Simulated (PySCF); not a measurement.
Species: C7H10F2O2.
Z-matrix (Å and degrees, GFN2-xTB geometry), rows numbered from 1:
```
C 
C   1  1.5228
C   2  1.5439  1  111.98
O   3  1.4034  2  111.70  1  -179.98
C   4  1.3991  3  112.07  2    63.53
C   5  1.5474  4  111.36  3   -61.77
C   6  1.5262  5  111.45  4   177.37
F   7  1.3521  6  111.60  5   -44.24
F   7  1.3565  6  110.32  5    73.34
C   2  1.5129  1  111.67  3  -121.53
O  10  1.2024  2  124.46  1    -4.44
H   1  1.0871  2  110.23  3    59.91
H   1  1.0865  2  110.50  3   -60.64
H   1  1.0866  2  109.93  3   178.92
H   2  1.0959  1  110.10  3   119.40
H   3  1.0915  2  110.09  1    62.35
H   3  1.1001  2  109.19  1   -57.29
H   5  1.0999  4  110.73  3    59.57
H   5  1.0920  4  106.69  3   178.20
H   6  1.0951  5  108.47  4   -64.19
H   7  1.1004  6  112.56  5  -165.63
```

Theory: PBE0/pcSseg-1 in PySCF (dipole) on a GFN2-xTB geometry, gas phase.

Take the most abundant isotopes and a rigid rotor. The values belong to one conformer with, in the numbering `[CH3:1][C@@H:2]1[CH2:3][O:4][CH2:5][C@H:6]([CH:7]([F:8])[F:9])[C:10]1=[O:11]`, C5–C6–C7–F8 -44°, C1–C2–C3–O4 180°, C2–C3–O4–C5 64°, C3–O4–C5–C6 -62°, O4–C5–C6–C7 177°.

What are A, B and C (MHz)?

Ia = 272.65, Ib = 634.80, Ic = 796.48 u·Å²; 505379 MHz·u·Å²/I gives A = 1854, B = 796.1, C = 634.5 MHz.

Classify the top.

An asymmetric top. Ray's parameter κ = (2B − A − C)/(A − C) = -0.735; −1 is the prolate and +1 the oblate limit.

Is it planar, by Δ = Ic − Ia − Ib?

Not planar: Δ = Ic − Ia − Ib = -110.97 u·Å². For a rigid frame Δ = −2 Σ m c², so Σ m c² = 55.48 u·Å² lies off the ab plane: 10.51 from hydrogen and 44.98 from heavier atoms. The atom farthest from that plane is 1.59 Å away.

Give the other two planar moments, Paa and Pbb, and the rms extents of the mass along the axes.

Paa = Σ m a² = (Ib + Ic − Ia)/2 = 579.31 and Pbb = Σ m b² = (Ia + Ic − Ib)/2 = 217.17 u·Å². With the mass M = 164.06 u, the rms extents √(P/M) along a, b and c are 1.88, 1.15, 0.58 Å.

Give the coordinates in the principal-axis frame, origin at the centre of mass.

The sense of each axis is arbitrary; atoms in the order of the calculation.
| atom | mass (u) | a (Å) | b (Å) | c (Å) |
| --- | --- | --- | --- | --- |
| C1 | 12.000 | 3.106 | -1.086 | -0.019 |
| C2 | 12.000 | 1.972 | -0.154 | -0.428 |
| C3 | 12.000 | 1.987 | 1.162 | 0.378 |
| O4 | 15.995 | 0.940 | 2.016 | -0.004 |
| C5 | 12.000 | -0.315 | 1.462 | 0.268 |
| C6 | 12.000 | -0.535 | 0.149 | -0.522 |
| C7 | 12.000 | -1.877 | -0.491 | -0.179 |
| F8 | 18.998 | -2.107 | -0.480 | 1.153 |
| F9 | 18.998 | -2.892 | 0.214 | -0.740 |
| C10 | 12.000 | 0.620 | -0.806 | -0.245 |
| O11 | 15.995 | 0.455 | -1.946 | 0.100 |
| H12 | 1.008 | 3.022 | -1.339 | 1.035 |
| H13 | 1.008 | 4.068 | -0.614 | -0.194 |
| H14 | 1.008 | 3.052 | -2.008 | -0.592 |
| H15 | 1.008 | 2.066 | 0.109 | -1.488 |
| H16 | 1.008 | 2.911 | 1.710 | 0.185 |
| H17 | 1.008 | 1.926 | 0.930 | 1.451 |
| H18 | 1.008 | -0.425 | 1.254 | 1.342 |
| H19 | 1.008 | -1.057 | 2.206 | -0.031 |
| H20 | 1.008 | -0.541 | 0.385 | -1.592 |
| H21 | 1.008 | -1.949 | -1.533 | -0.525 |

Where do the levels up to J = 3 lie, in MHz?

Above 0(0,0):
J = 1: 1(0,1) 1431, 1(1,1) 2488, 1(1,0) 2650
J = 2: 2(0,2) 4275, 2(1,2) 5188, 2(1,1) 5673, 2(2,1) 8845, 2(2,0) 8862
J = 3: 3(0,3) 8499, 3(1,3) 9227, 3(1,2) 10196, 3(2,2) 13137, 3(2,1) 13221, 3(3,1) 18838, 3(3,0) 18840
The levels of one J sum to (2J + 1)J(J + 1)(A + B + C)/3.

Which types of transition are allowed, and where do some lines up to J = 3 fall?

The dipole components are |μa| = 2.30 D, |μb| = 0.78 D, |μc| = 1.12 D. The squared components, which scale the intensities, stand as 1.00 : 0.12 : 0.24 (a : b : c). Some lines, for components of 0.1 D or more:

```csv
type,branch,"J(Ka,Kc)",MHz,lower level (cm⁻¹)
c,Q,"2(1,2) ← 2(0,2)",913,0.143
b,Q,"1(1,0) ← 1(0,1)",1219,0.048
a,R,"1(0,1) ← 0(0,0)",1431,0.000
c,R,"1(1,0) ← 0(0,0)",2650,0.000
a,R,"2(1,2) ← 1(1,1)",2700,0.083
c,Q,"3(2,2) ← 3(1,2)",2941,0.340
a,R,"2(1,1) ← 1(1,0)",3023,0.088
b,Q,"3(2,1) ← 3(1,2)",3026,0.340
c,Q,"2(2,1) ← 2(1,1)",3172,0.189
b,Q,"2(2,0) ← 2(1,1)",3190,0.189
b,Q,"2(2,1) ← 2(1,2)",3657,0.173
b,R,"3(1,3) ← 2(0,2)",4952,0.143
b,Q,"3(3,1) ← 3(2,2)",5702,0.438
c,R,"3(1,2) ← 2(0,2)",5921,0.143
b,R,"2(2,1) ← 1(1,0)",6195,0.088
b,R,"3(2,2) ← 2(1,1)",7464,0.189
c,R,"3(2,2) ← 2(1,2)",7949,0.173
c,R,"3(3,0) ← 2(2,0)",9977,0.296
c,R,"3(3,1) ← 2(2,1)",9993,0.295
b,R,"3(3,0) ← 2(2,1)",9995,0.295
```

Estimate the classical rotational partition function at 10 K, 200 K and 298.15 K.

Point group C1, symmetry number σ = 1; q = (√π/σ)·√((kT/h)³/(ABC)), k/h = 20836.6 MHz/K: 5510 at 10 K, 493000 at 200 K, 897000 at 298.15 K.

No frequency check. These are rigid-rotor constants of the computed structure; measured ground-state constants (B0) also hold zero-point vibration. A rigid rotor knows nothing of internal rotation, which can split or shift real lines.
